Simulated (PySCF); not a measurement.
All values below come from TPSSh-D3(BJ)/def2-TZVP // B3LYP-D3(BJ)/def2-TZVP in PySCF 2.14.0. Gas-phase values, no solvent. 

Reference species (SMILES): `[CH3][InH2]` (neutral, multiplicity 1).

- dipole moment = 0.70 D

Changed species: `[In]([CH3])([CH3])[CH3]` (whole molecule; the reference has whole molecule).

Task: Predict the effect on the dipole moment.

Result: the dipole moment falls by 0.69 D, to 0.01 D.
